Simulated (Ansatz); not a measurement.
Consider the ligand exchange at a B–O bond: `NB(O)O` + silanol → `NB(O)O[SiH3]` + H₂O.

Computed with Ansatz on PBE0-D4/def2-TZVP structures; ΔE is electronic, products minus reactants. CCSD(T)/CBS adds triple-zeta CCSD(T) − MP2 to the extrapolated MP2 energy (def2 sets, frozen cores). This one scheme is used for every species. DFT in def2-TZVPP. One conformer a species, not always the lowest.

Task: Is it downhill or uphill in electronic energy at CCSD(T)/CBS, and by how much? (Estimate.)

Result: Computed: Downhill: ΔE = -9.2 kJ/mol.

Task: What do these levels give: LDA (SPW92), ωB97X-V, ωB97M-V, PBE-QIDH, BLYP, r2SCAN, LC-ωPBE, RPA@PBE/def2-TZVPP, CCSD(T)/def2-SVP, MP2/def2-TZVPP, SCS-MP2/def2-TZVPP, CCSD/def2-TZVPP? (An estimate is asked.)

Result: The calculation gave: LDA (SPW92) -1.3, ωB97X-V -4.8, ωB97M-V -5.0, PBE-QIDH -4.6, BLYP 1.0, r2SCAN -3.2, LC-ωPBE -1.2, RPA@PBE/def2-TZVPP -7.3, CCSD(T)/def2-SVP -4.4, MP2/def2-TZVPP -6.8, SCS-MP2/def2-TZVPP -6.2, CCSD/def2-TZVPP -6.7 kJ/mol.

Largest T1 diagnostic among the species: 0.011.

From BLYP to BHLYP (50 % exact exchange), in def2-TZVPP and without D4, ΔE moves by −4.0 kJ/mol. Leaving LDA and LC-ωPBE aside and taking each functional with its dispersion term where it has one, the values, not all of them listed here, spread over 5.3 kJ/mol, from BHLYP-D4 to B2PLYP. At CCSD(T), def2-SVP lies +4.7 kJ/mol from the extrapolated value and def2-TZVPP +2.1 kJ/mol.
